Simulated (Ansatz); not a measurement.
BGeH5 (SMILES [BH2][GeH3]) moved off its minimum; all values from Ansatz (an electronic-structure program), cores frozen in correlated methods.
(charge 0, multiplicity 1)
```xyz
7

B     -1.5956    -0.1179    -0.3053
Ge     0.2421     0.0624     0.0550
H      1.0704    -1.2695    -0.5167
H      0.9733     1.4029    -0.4920
H      0.4476     0.1412     1.5645
H     -2.3460     0.7847    -0.0528
H     -2.1009    -1.0336    -0.9628
```

Question: Give the forces (eV/Å), the total energy and the dipole at CCSD(T)/cc-pVTZ.

Answer: 
```tsv
atom	Fx	Fy	Fz
B1	-4.111	-0.252	-1.792
Ge2	4.743	-0.431	-0.337
H3	-0.559	1.319	0.571
H4	-0.609	-0.877	0.196
H5	0.118	-0.067	0.478
H6	0.006	-0.204	0.178
H7	0.413	0.511	0.706
```
Energy -2103.2211 hartree, dipole 0.61 D.
